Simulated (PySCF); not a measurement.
# LiTe at r²SCANh

Level: r²SCANh. basis Li def2-SVPD, Te def2-SVPD with ECP28; scalar-relativistic core potentials; PySCF 2.14.

```json
{"state": "²Π (doublet), unpaired electrons π ↑", "bond length": "2.500 Å", "harmonic wavenumber": "451 cm⁻¹", "force constant": "0.796 mdyn/Å", "rotational constant Be": "0.4052 cm⁻¹", "anharmonicity ωexe": "2.76 cm⁻¹", "vibration–rotation constant αe": "0.00392 cm⁻¹", "well depth De to Li + Te": "2.67 eV", "dissociation energy D0": "2.65 eV", "bond order (Mayer)": "0.51", "dipole moment (positive dipole means Li(−)Te(+))": "-7.23 D"}
```

These are scalar-relativistic numbers at best; spin–orbit coupling would shift them, the dissociation energy most. The state is the lowest determinant that a PBE0 search found; another state may lie lower at other levels.
